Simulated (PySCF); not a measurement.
Br₂Zr, SMILES [Zr]([Br])[Br], multiplicity 1.

The structure is a stationary point at B3LYP-D3(BJ)/def2-SVP. The spin state was assumed, not searched. The def2 effective core potentials stand for the cores of Zr; spin–orbit coupling is left out.

Level of theory: M06-2X/def2-TZVPD in PySCF.

Symmetry labels are those of the subgroup C2v that the program uses (full group C2v).

Computed valence orbital energies around the gap with their symmetry:
| orbital | symmetry | energy (eV) |
|---|---|---|
| HOMO−7 | B2 | -22.99 |
| HOMO−6 | A1 | -11.76 |
| HOMO−5 | B2 | -10.88 |
| HOMO−4 | A2 | -10.43 |
| HOMO−3 | A1 | -10.32 |
| HOMO−2 | B1 | -10.16 |
| HOMO−1 | B2 | -10.14 |
| HOMO | A1 | -6.55 |
| LUMO | A1 | -2.39 |
| LUMO+1 | B1 | -2.27 |
| LUMO+2 | B2 | -1.83 |
| LUMO+3 | A2 | -1.53 |
